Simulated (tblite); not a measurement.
Species: C5H8N2OSi.
Numbering: `[CH3:1]/[C:2]([CH2:3][C:4]#[N:5])=[N:6]\[SiH2:7][CH:8]=[O:9]` (hydrogens: H10, H11, H12 on C1; H13, H14 on C3; H15, H16 on Si7; H17 on C8)

Computed with GFN2-xTB (tblite), gas phase: L-BFGS steps from a force-field or distance-geometry start until the largest atomic force falls under 0.01 eV/Å.

Geometry at step 1:
```
atom  x, y, z in Å
C1     -0.0034   -0.6237    1.3336
C2     -0.6614   -0.1685    0.0359
C3     -2.0845   -0.6867   -0.1685
C4     -3.0308   -0.0284    0.7741
N5     -3.7155    0.4276    1.4932
N6     -0.1706    0.5653   -0.8459
Si7     1.4174    1.2892   -0.7693
C8      2.7977    0.0586   -1.2671
O9      3.0390   -0.8937   -0.6129
H10    -0.6284   -1.3255    1.8847
H11     0.1732    0.2449    1.9791
H12     0.9516   -1.1202    1.1256
H13    -2.3935   -0.4823   -1.1969
H14    -2.0913   -1.7773   -0.0366
H15     1.4341    2.4530   -1.6606
H16     1.6263    1.7670    0.6152
H17     3.3331    0.3125   -2.2144
```

**Question.** What forces act on the atoms?

**Answer.** 
```csv
atom,Fx (eV/Å),Fy (eV/Å),Fz (eV/Å)
C1,-0.183,0.042,-0.299
C2,-0.665,-0.856,1.109
C3,-0.309,0.434,0.387
C4,5.692,-3.991,-5.732
N5,-4.726,3.217,4.914
N6,1.036,0.437,-0.318
Si7,-0.650,0.738,0.279
C8,-0.849,1.833,-0.965
O9,0.756,-1.756,0.804
H10,-0.068,0.072,-0.090
H11,0.048,-0.172,-0.253
H12,-0.174,0.300,-0.034
H13,-0.091,0.182,0.088
H14,-0.140,0.239,0.240
H15,-0.091,-0.236,-0.076
H16,0.227,-0.125,-0.224
H17,0.187,-0.358,0.171
```

The largest, 9.01 eV/Å, acts on C4; the rms over all components is 1.735 eV/Å. The forces sum to zero within rounding, as they must for an isolated molecule in no field.

**Question.** Give the force on C4 in Eh/bohr and in nN.

**Answer.** 9.010 eV/Å ÷ 51.422 = 0.17522 Eh/bohr, and 9.010 eV/Å × 1.602 = 14.44 nN.

**Question.** How far is this geometry from the end of the optimisation?

**Answer.** 0.466 eV above it, and 0.486 Å rms away after alignment. The bonds farthest from their final lengths, with half the difference of the two atoms' forces along the bond (positive lengthens):

```csv
bond,now (Å),final (Å),force along bond (eV/Å)
C4≡N5,1.093,1.143,+8.27
C3–C4,1.489,1.439,-4.82
N6–Si7,1.747,1.704,-0.69
C1–C2,1.525,1.493,-0.63
C8=O9,1.180,1.205,+2.10
Si7–H16,1.479,1.468,-0.31
```

The angle farthest from its final value is N6–Si7–H16, 107.7° against 121.0°.

Of the 6 listed bonds off by 0.010 Å or more, this force points towards the final length in 6.

What follows is the cost of the whole relaxation. Time: 1.4 s. Hardware: Intel Xeon Platinum 8375C at 2.90 GHz, one thread, shared host.
